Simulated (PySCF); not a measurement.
**S+ (sulfur, charge +1) across methods**

[Ne] 3s1 3p4, high-spin 4P determinant (an excited configuration). All numbers are calculated (PySCF 2.14, the spin-free X2C one-electron Hamiltonian (Gaussian nucleus), in x2c-QZVPPall (9s6p4d2f1g, 70 functions)). The B2PLYP total includes its PT2 part (frozen core); its orbital energies are those of the SCF part.

| method | E (hartree) | mean ε 3s α (eV) | mean ε 3p α (eV) | mean ε 3p β (eV) | Σ⟨r²⟩ (bohr²) | ⟨S²⟩ |
| --- | --- | --- | --- | --- | --- | --- |
| B3LYP | -398.4675 | -31.638 | -19.689 | -16.670 | 21.44 | 3.753 |
| B2PLYP | -398.3308 | -34.926 | -21.553 | -17.464 | 21.53 | 3.755 |
| revPBE | -398.3951 | -29.648 | -18.538 | -15.709 | 21.40 | 3.753 |
| r2SCAN | -398.4382 | -30.859 | -19.126 | -15.750 | 21.38 | 3.756 |
| PBE0 | -398.3131 | -32.328 | -20.157 | -16.721 | 21.38 | 3.753 |
| UHF | -397.87243 | -39.754 | -24.375 | -18.295 | 21.72 | 3.761 |
| LDA | -397.0521 | -29.528 | -18.537 | -15.685 | 21.47 | 3.753 |
| wB97M-V | -398.4113 | -34.530 | -22.175 | -19.021 | 21.58 | 3.753 |

Problem. Estimate the same row for PBE.

Solution. E (hartree) = -398.2860; mean ε 3s α (eV) = -29.635; mean ε 3p α (eV) = -18.542; mean ε 3p β (eV) = -15.721; Σ⟨r²⟩ (bohr²) = 21.41; ⟨S²⟩ = 3.753.
